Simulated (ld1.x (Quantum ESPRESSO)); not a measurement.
W, ultrasoft: configuration errors across variants

* Element: W (Z = 74)
* Generator: ld1.x (Quantum ESPRESSO) 7.5
* Type: ultrasoft
* Functional: PW91
* Relativity: scalar-relativistic
* Frozen core: [Xe]
* Valence charge: 20
* Reference configuration: 4f14 5d4 6s0 6p0 (charge +2)
* Partial waves: 6s (bound, empty): rcut 2.30, rcutus 2.90 bohr; 6s channel at -0.35 Ry: rcut 2.30, rcutus 2.90 bohr; 6p (bound, empty): rcut 2.75, rcutus 3.30 bohr; 6p channel at 0.7 Ry: rcut 2.75, rcutus 3.30 bohr; 5d (bound): rcut 2.50, rcutus 2.95 bohr; 5d channel at -0.05 Ry: rcut 2.50, rcutus 2.95 bohr; 4f (bound): rcut 0.95, rcutus 1.15 bohr; 4f channel at -3.3 Ry: rcut 0.95, rcutus 1.15 bohr
* Local potential: all-electron potential smoothed inside 2.55 bohr (lloc = -1)
* Core correction: Bessel-smoothed model core inside 1.05 bohr
* Augmentation charge: PSQ, radius 0.90 bohr

All-electron excitation energies from the reference (eV): (1) 4f14 5d4 6s2 6p0 -24.694; (2) 4f14 5d4 6s1 6p0 -15.747; (3) 4f14 5d3 6s0 6p0 25.459; (4) 4f13 5d5 6s2 6p0 8.046; (5) 4f14 5d2 6s0 6p0 62.754; (6) 4f14 5d4 6s1.5 6p0 -21.032.

Tests that are not counted but printed errors over 1 eV. “base”: 4f14 5d5 6s0 6p0 (solver errors, printed error -5797 eV). “core correction none”: 4f14 5d5 6s0 6p0 (solver errors, printed error -5735 eV). “core correction Bessel-smoothed model core inside 0.48 bohr”: 4f14 5d5 6s0 6p0 (solver errors, printed error -5850 eV). “core correction Bessel-smoothed model core inside 0.60 bohr”: 4f14 5d5 6s0 6p0 (solver errors, printed error -5853 eV). “core correction Bessel-smoothed model core inside 0.82 bohr”: 4f14 5d5 6s0 6p0 (solver errors, printed error -5832 eV).

Errors AE − PS in meV (a dash: test not solved or not reliable):

| change | (1) | (2) | (3) | (4) | (5) | (6) | bound ghosts |
| --- | --- | --- | --- | --- | --- | --- | --- |
| base | -161 | -48 | -362 | -1370 | -1672 | -100 | none |
| core correction none | +37 | +29 | -236 | -1105 | -1033 | +38 | none |
| core correction Bessel-smoothed model core inside 0.48 bohr | -180 | -54 | -396 | -1420 | -1819 | -112 | none |
| core correction Bessel-smoothed model core inside 0.60 bohr | -182 | -55 | -399 | -1423 | -1832 | -113 | none |
| core correction Bessel-smoothed model core inside 0.82 bohr | -172 | -52 | -381 | -1401 | -1758 | -107 | none |
| core correction Bessel-smoothed model core inside 0.92 bohr | -166 | -50 | -370 | -1384 | -1708 | -103 | none |
| core correction Bessel-smoothed model core inside 1.06 bohr | -161 | -48 | -362 | -1370 | -1672 | -100 | none |
| core correction Bessel-smoothed model core inside 1.14 bohr | -160 | -48 | -360 | -1368 | -1666 | -99 | none |
| core correction Bessel-smoothed model core inside 1.26 bohr | -160 | -48 | -360 | -1368 | -1666 | -99 | none |
| core correction Bessel-smoothed model core inside 1.40 bohr | -160 | -48 | -360 | -1367 | -1665 | -99 | none |

**Question.** Give the same row for: core correction Bessel-smoothed model core inside 0.66 bohr.

**Answer.** -181, -54, -397, -1421, -1823, -113; bound ghosts: none. Not counted: 4f14 5d5 6s0 6p0 (solver errors, printed error -5851 eV).
